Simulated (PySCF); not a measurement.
A geometry optimisation on `[SiH3][Si]([SiH3])(P)Cl`.

Method: PBE0-D3(BJ)/def2-SVP geometry optimisation, gas phase (PySCF 2.14.0). Start geometry: GFN2-xTB. The input is one job of a driver script: a line of settings, then coordinates in Å.

Command:
```bash
OMP_NUM_THREADS=1 python probes_run.py task.json out
```

Input:
```
{"job": {"xc": "PBE0", "basis": "def2-SVP", "d3": "d3bj", "grid": 1, "shake": 0.01, "kind": "geom"}, "charge": 0, "multiplicity": 1}
Si    -1.661340     0.991940    -0.750930
Si     0.035790     0.079830     0.554160
Si     2.249270     0.126410    -0.200060
P     -0.360210    -2.059270     1.158240
Cl    -0.018860     1.063210     2.370620
H     -1.746670     0.320840    -2.043660
H     -3.003010     0.907750    -0.147500
H     -1.420730     2.439170    -1.033800
H      3.238780    -0.449220     0.755640
H      2.374490    -0.608500    -1.444890
H      2.680060     1.504000    -0.443780
H     -1.742770    -1.862800     1.366920
H     -0.618970    -2.470240    -0.151270
```

Output:
```
step   0  E = -1673.71867731  max force = 0.015550
step   1  E = -1673.72450062  max force = 0.004743
step   2  E = -1673.72477983  max force = 0.001892
step   3  E = -1673.72485456  max force = 0.000724
step   4  E = -1673.72487028  max force = 0.000496
step   5  E = -1673.72487951  max force = 0.000444
optimisation converged
```

Energies in Eh; «max force» is the largest Cartesian gradient component in Eh/bohr.

Problem. Give the first gradient maximum in eV/Å.

Solution. With 1 Eh/bohr = 51.422 eV/Å, 0.800 eV/Å.

Problem. How much energy does the optimisation release, in eV?

Solution. E(step 0) − E(last step) = 0.006202 Eh, which is 0.169 eV.

Summary of the converged run: final energy -1673.72488 Eh after 5 steps; dipole 1.73 D.

Problem. Give the final coordinates.

Solution. 0.107 Å rms from the input after alignment:
```
atom  x, y, z in Å
Si1   -1.5793    1.0017   -0.7628
Si2    0.0261    0.0395    0.6439
Si3    2.2072    0.1562   -0.2039
P4    -0.4389   -2.1229    1.1516
Cl5   -0.0092    1.1230    2.4346
H6    -1.6067    0.2505   -2.0567
H7    -2.9201    0.9011   -0.1102
H8    -1.2605    2.4371   -1.0307
H9     3.1716   -0.4166    0.7820
H10    2.2832   -0.6226   -1.4796
H11    2.5541    1.5834   -0.4784
H12   -1.8366   -1.8829    1.3335
H13   -0.5858   -2.4641   -0.2315
```

On one thread of an Arm Neoverse V1, no GPU (shared host), this took 52 s wall and 0.57 GiB of memory at its peak.
Labels such as C1 count atoms from 1, the log's own numbers from 0.
